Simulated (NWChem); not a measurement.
Everything below was run with NWChem. System: C$_{2}$H$_{3}$F$_{2}$, charge 0, spin multiplicity 2, at a geometry optimised with UPBE0/def2-SVP. The structure started from a generated list of species. Its SCF solution wasn't tested for a lower state. Level: UHF/def2-SVPD.

NWChem printed:

```
             Northwest Computational Chemistry Package (NWChem) 7.3.0
             --------------------------------------------------------

                                NWChem Input Module
                                -------------------

 Scaling coordinates for geometry "geometry" by  1.889725989
 (inverse scale =  0.529177249)

                             Geometry "geometry" -> ""
                             -------------------------

 Output coordinates in angstroms (scale by  1.889725989 to convert to a.u.)

  No.       Tag          Charge          X              Y              Z
 ---- ---------------- ---------- -------------- -------------- --------------
    1 C                    6.0000     1.36016500    -0.24183200     0.20598000
    2 C                    6.0000    -0.10449400    -0.06304000     0.30780100
    3 F                    9.0000    -0.74953400    -0.90231300    -0.53906700
    4 F                    9.0000    -0.45387300     1.20661900    -0.00521600
    5 H                    1.0000     2.02030000     0.60760900     0.38653600
    6 H                    1.0000     1.76982100    -1.24766800     0.10223500
    7 H                    1.0000    -0.49348100    -0.26946800     1.32708600

 Effective nuclear repulsion energy (a.u.)     124.1012159679

            Nuclear Dipole moment (a.u.)
            ----------------------------
        X                 Y               Z
 ---------------- ---------------- ----------------
     0.0000056692    -0.0000094486    -0.0000075589


 Summary of "ao basis" -> "" (spherical)
 ------------------------------------------------------------------------------
       Tag                 Description            Shells   Functions and Types
 ---------------- ------------------------------  ------  ---------------------
 *                         def2-svpd                  on all atoms

 Summary of "ao basis" -> "ao basis" (spherical)
 ------------------------------------------------------------------------------
       Tag                 Description            Shells   Functions and Types
 ---------------- ------------------------------  ------  ---------------------
 C                         def2-svpd                 8       20   4s2p2d
 F                         def2-svpd                 9       23   4s3p2d
 H                         def2-svpd                 4        8   2s2p

                                 NWChem SCF Module
                                 -----------------

  ao basis        = "ao basis"
  functions       =   110
  atoms           =     7
  alpha electrons =    17
  beta  electrons =    16
  charge          =   0.00
  wavefunction    = UHF
  use symmetry    = F
  symmetry adapt  = F

 Summary of "ao basis" -> "ao basis" (spherical)
 ------------------------------------------------------------------------------
       Tag                 Description            Shells   Functions and Types
 ---------------- ------------------------------  ------  ---------------------
 C                         def2-svpd                 8       20   4s2p2d
 F                         def2-svpd                 9       23   4s3p2d
 H                         def2-svpd                 4        8   2s2p

 Forming initial guess at       0.0s

 Starting SCF solution at       0.0s

 ----------------------------------------------
         Quadratically convergent UHF

 Convergence threshold     :          1.000E-07
 Maximum no. of iterations :          100
 Integral*density screening:          1.000E-09
 ----------------------------------------------

              iter       energy          gnorm     gmax       time
             ----- ------------------- --------- --------- --------
                 1     -276.0887275503  4.70D-01  6.94D-02      1.1
                 2     -276.1091902442  2.81D-02  3.79D-03      1.8
                 3     -276.1094072306  8.01D-04  1.14D-04      2.7
                 4     -276.1094074066  5.56D-07  8.72D-08      4.5
                 5     -276.1094074066  5.26D-09  7.76D-10      5.4

       Final UHF  results
       ------------------

         Total SCF energy =   -276.109407406564
      One electron energy =   -628.441718734474
      Two electron energy =    228.231095360032
[...]
     4      0.521725  1 C  s                 74      0.443014  4 F  px

                     UHF Final Beta Molecular Orbital Analysis
                     -----------------------------------------

 Vector   14  Occ=1.000000D+00  E=-6.161510D-01
              MO Center= -1.0D-01, -3.4D-02,  7.6D-02, r^2= 2.2D+00
   Bfn.  Coefficient  Atom+Function         Bfn.  Coefficient  Atom+Function
  ----- ------------  ---------------      ----- ------------  ---------------
    47      0.304135  3 F  pz                70      0.289791  4 F  pz
    23      0.273085  2 C  s                 50     -0.217000  3 F  pz
     5     -0.208235  1 C  px                73     -0.207752  4 F  pz
    45      0.203891  3 F  px                27      0.199346  2 C  pz
   103      0.189270  7 H  s                 25      0.166059  2 C  px

 Vector   15  Occ=1.000000D+00  E=-5.874802D-01
              MO Center=  1.4D+00, -2.2D-01,  1.8D-01, r^2= 1.9D+00
   Bfn.  Coefficient  Atom+Function         Bfn.  Coefficient  Atom+Function
  ----- ------------  ---------------      ----- ------------  ---------------
     6      0.390261  1 C  py                95     -0.336965  6 H  s
    87      0.319422  5 H  s                 68      0.195477  4 F  px
    96     -0.170662  6 H  s                 88      0.168406  5 H  s

 Vector   16  Occ=1.000000D+00  E=-5.291804D-01
              MO Center=  1.4D-02, -7.3D-02,  2.7D-01, r^2= 2.0D+00
   Bfn.  Coefficient  Atom+Function         Bfn.  Coefficient  Atom+Function
  ----- ------------  ---------------      ----- ------------  ---------------
    25     -0.302318  2 C  px                 5      0.284319  1 C  px
   103      0.283498  7 H  s                 45     -0.238957  3 F  px
    68     -0.230353  4 F  px                27      0.219452  2 C  pz
    47      0.192268  3 F  pz                70      0.192386  4 F  pz
    48      0.180411  3 F  px                71      0.173414  4 F  px

 Vector   17  Occ=0.000000D+00  E= 7.995968D-02
              MO Center=  1.0D+00, -1.8D-01,  5.1D-02, r^2= 3.8D+00
   Bfn.  Coefficient  Atom+Function         Bfn.  Coefficient  Atom+Function
  ----- ------------  ---------------      ----- ------------  ---------------
    24      1.840291  2 C  s                 67     -0.697601  4 F  s
    44     -0.675116  3 F  s                104     -0.612193  7 H  s
    23      0.595687  2 C  s                  7     -0.345426  1 C  pz
    53     -0.274654  3 F  pz                75      0.254145  4 F  py
    96     -0.251222  6 H  s                 39      0.246638  2 C  d  1

 Vector   18  Occ=0.000000D+00  E= 1.021676D-01
              MO Center=  1.3D+00, -3.5D-01,  8.5D-01, r^2= 9.3D+00
   Bfn.  Coefficient  Atom+Function         Bfn.  Coefficient  Atom+Function
  ----- ------------  ---------------      ----- ------------  ---------------
     4      4.412746  1 C  s                 96     -3.492256  6 H  s
    88     -3.410721  5 H  s                  3      2.735099  1 C  s
    24      2.348657  2 C  s                 23      1.648813  2 C  s
    67     -1.589541  4 F  s                 44     -1.538316  3 F  s
   104     -1.521417  7 H  s                 92      0.764969  5 H  px

 Vector   19  Occ=0.000000D+00  E= 1.266085D-01
              MO Center=  6.5D-01, -2.4D-01,  6.9D-01, r^2= 1.1D+01
   Bfn.  Coefficient  Atom+Function         Bfn.  Coefficient  Atom+Function
  ----- ------------  ---------------      ----- ------------  ---------------
    24      7.625149  2 C  s                  4     -5.706747  1 C  s
    88      3.005757  5 H  s                 96      2.989794  6 H  s
   104     -2.792086  7 H  s                 67     -2.234394  4 F  s
     3     -2.223266  1 C  s                 44     -2.106825  3 F  s
    23      1.323569  2 C  s                110      0.787907  7 H  pz

 center of mass
 --------------
 x =  -0.12998189 y =   0.03505712 z =  -0.06815622

 moments of inertia (a.u.)
 ------------------
         196.009572227010           7.838600392409         -38.729506880037
           7.838600392409         189.786293569555         -28.861474382048
         -38.729506880037         -28.861474382048         321.382248373115

  Mulliken analysis of the total density
  --------------------------------------

    Atom       Charge   Shell Charges
 -----------   ------   -------------------------------------------------------
    1 C    6     6.15   1.99  0.90  0.31 -0.05  1.97  0.95  0.03  0.05
    2 C    6     4.57   1.99  0.90 -0.34  0.04  1.82  0.16  0.13 -0.14
    3 F    9     9.60   1.99  1.12  0.84  0.05  3.33  2.09  0.15  0.01  0.02
    4 F    9     9.60   1.99  1.12  0.84  0.05  3.33  2.09  0.15  0.01  0.02
    5 H    1     1.03   0.74  0.26  0.03  0.01
    6 H    1     1.02   0.74  0.25  0.03  0.00
    7 H    1     1.02   0.77  0.19  0.02  0.04

  Mulliken analysis of the alpha density
  --------------------------------------

    Atom       Charge   Shell Charges
 -----------   ------   -------------------------------------------------------
    1 C    6     3.77   0.99  0.48  0.27 -0.04  1.29  0.73  0.01  0.03
    2 C    6     2.18   0.99  0.44 -0.21  0.02  0.88  0.06  0.07 -0.08
    3 F    9     4.80   1.00  0.56  0.42  0.02  1.67  1.05  0.07  0.00  0.01
    4 F    9     4.80   1.00  0.56  0.42  0.02  1.67  1.05  0.08  0.00  0.01
    5 H    1     0.46   0.34  0.09  0.02  0.01
    6 H    1     0.45   0.34  0.08  0.02  0.01
    7 H    1     0.53   0.40  0.10  0.01  0.02

   Mulliken analysis of the beta density
   -------------------------------------

    Atom       Charge   Shell Charges
 -----------   ------   -------------------------------------------------------
    1 C    6     2.38   0.99  0.42  0.04 -0.01  0.68  0.22  0.01  0.02
    2 C    6     2.39   0.99  0.46 -0.13  0.01  0.94  0.10  0.06 -0.05
    3 F    9     4.80   1.00  0.56  0.42  0.03  1.66  1.05  0.08  0.00  0.01
    4 F    9     4.80   1.00  0.56  0.42  0.03  1.66  1.05  0.08  0.00  0.01
    5 H    1     0.58   0.40  0.17  0.01 -0.00
    6 H    1     0.57   0.40  0.16  0.01 -0.01
    7 H    1     0.49   0.37  0.09  0.01  0.02

   Mulliken analysis of the spin density
   -------------------------------------

    Atom       Charge   Shell Charges
 -----------   ------   -------------------------------------------------------
    1 C    6     1.40  -0.00  0.06  0.23 -0.03  0.62  0.52 -0.00  0.01
    2 C    6    -0.20  -0.00 -0.02 -0.08  0.01 -0.05 -0.04  0.01 -0.03
    3 F    9     0.00   0.00  0.00 -0.00 -0.01  0.01  0.00 -0.00 -0.00 -0.00
    4 F    9     0.00   0.00  0.00 -0.00 -0.00  0.01  0.00 -0.00 -0.00 -0.00
    5 H    1    -0.12  -0.05 -0.08  0.01  0.01
    6 H    1    -0.11  -0.05 -0.08  0.01  0.02
    7 H    1     0.04   0.03  0.01 -0.00  0.00

       Multipole analysis of the density wrt the origin
       ------------------------------------------------

     L   x y z        total         alpha         beta         nuclear
     -   - - -        -----         -----         ----         -------
     0   0 0 0     -0.000000    -17.000000    -16.000000     33.000000

     1   1 0 0      0.679042     -0.868257      1.547293      0.000006
     1   0 1 0     -0.254055      0.090568     -0.344613     -0.000009
     1   0 0 1      0.662440      0.171730      0.490718     -0.000008

     2   2 0 0    -16.045625    -57.112417    -50.114715     91.181507
     2   1 1 0     -0.169615      3.339154      2.289645     -5.798414
     2   1 0 1     -0.540843    -10.273761     -9.739143     19.472061
     2   0 2 0    -18.132618    -50.128484    -49.439045     81.434912
     2   0 1 1     -0.463901     -6.553321     -6.964331     13.053751
     2   0 0 2    -16.637964    -19.146806    -16.630700     19.139543

 Task  times  cpu:        5.5s     wall:        5.5s

 Total times  cpu:        5.5s     wall:        5.5s
```

Question: Write an NWChem input that would produce this output.

Answer: One answer among several that fit: 
```
start mol
memory heap 200 mb stack 900 mb global 1100 mb
geometry units angstroms nocenter noautoz noautosym
  C      1.360165    -0.241832     0.205980
  C     -0.104494    -0.063040     0.307801
  F     -0.749534    -0.902313    -0.539067
  F     -0.453873     1.206619    -0.005216
  H      2.020300     0.607609     0.386536
  H      1.769821    -1.247668     0.102235
  H     -0.493481    -0.269468     1.327086
end
basis spherical
  * library def2-svpd
end
scf
  uhf
  nopen 1
  maxiter 100
  thresh 1e-7
  semidirect memsize 60000000 filesize 0
  # guess.movecs holds the orbitals of an unrestricted PBE0 run
  vectors input guess.movecs output mol.movecs
end
task scf energy
```
